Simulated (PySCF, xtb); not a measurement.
Al(Cl)(H)(nPr) (C3H8AlCl), SMILES [CH2](CC)[AlH][Cl]. One conformer was computed; it need not be the lowest.

Harmonic wavenumbers (cm⁻¹) from GFN2-xTB run with xtb 6.7.1 at its own minimum, in rising order: 51, 64, 69, 172, 234, 321, 410, 532, 593, 645, 679, 795, 931, 952, 1048, 1087, 1174, 1203, 1263, 1323, 1415, 1461, 1489, 1503, 1504, 1789, 2858, 2884, 2929, 2950, 3024, 3026, 3031.

What does PBE-D3(BJ)/def2-SVP in PySCF give at its own minimum? (An estimate is asked for; the answer gives what the named calculation found.)

12, 81, 84, 211, 254, 317, 378, 511, 606, 651, 654, 751, 882, 945, 1017, 1057, 1134, 1176, 1274, 1300, 1344, 1369, 1411, 1417, 1426, 1890, 2939, 2955, 2961, 2978, 2998, 3049, 3053. Paired by order, the mean absolute difference is 39 cm⁻¹ and the zero-point energies are 62.1 and 61.6 kcal/mol.
